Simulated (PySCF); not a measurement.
**Spinor energies of Br¹³⁺ (bromine, charge +13)**

Start: [Ar] 3d4; 3d3/2 filled at m_j = -3/2, -1/2, +1/2, +3/2. Calculated with PySCF 2.14 in an uncontracted even-tempered set (17 s from 1 bohr⁻², ratio 2.8; 12 p from 1.3 bohr⁻², ratio 2.8; 8 d from 1.3 bohr⁻², ratio 2.8; 4 f from 5.1 bohr⁻², ratio 3): generalised Hartree-Fock with the X2C-1e Hamiltonian and a Gaussian nucleus; one run each with spin-orbit coupling (SO) switched off, then screened by Boettger's factors.

| spinor shell | electrons | ε, spin-free (eV) | ε, screened SO (eV) | weight of nominal j (screened SO) | rms radius, screened SO (bohr) |
| --- | --- | --- | --- | --- | --- |
| 1s1/2 | 2 | -13949.1 | -13948.6 | 1.000 | 0.0492 |
| 2s1/2 | 2 | -2217.5 | -2217.3 | 1.000 | 0.204 |
| 2p1/2 | 2 | -1997.3 | -2031.9 | 0.988 | 0.180 |
| 2p3/2 | 4 | -1997.3 | -1980.5 | 0.994 | 0.183 |
| 3s1/2 | 2 | -616.26 | -616.20 | 1.000 | 0.551 |
| 3p1/2 | 2 | -540.84 | -556.27 | 0.703 | 0.547 |
| 3p3/2 | 4 | -540.84 | -533.21 | 0.852 | 0.557 |
| 3d3/2 | 4 | -439.95 | -440.05 | 0.573 | 0.524 |

```csv
quantity,spin-free,screened SO
E (hartree),-2528.30640,-2528.48199
M_J,0,0
⟨J²⟩,4.003,3.496
⟨L²⟩,6.002,5.906
⟨S²⟩,6.001,5.902
```

The determinant has a definite M_J but mixes levels of different J.

Each row is a mean over spinors that exchange with the open shell spreads, by up to 16.753 eV (3s1/2).

Rows whose weight is well below 1 are mixtures of j = l ± 1/2: exchange outweighs spin-orbit coupling there, and the label is only the starting occupation.

Without spin-orbit coupling the j labels of p, d and f shells carry no meaning; the spin-free column gives the mean over the occupied spinors of each nl shell, and its ⟨J²⟩ belongs to a mixture of degenerate components.
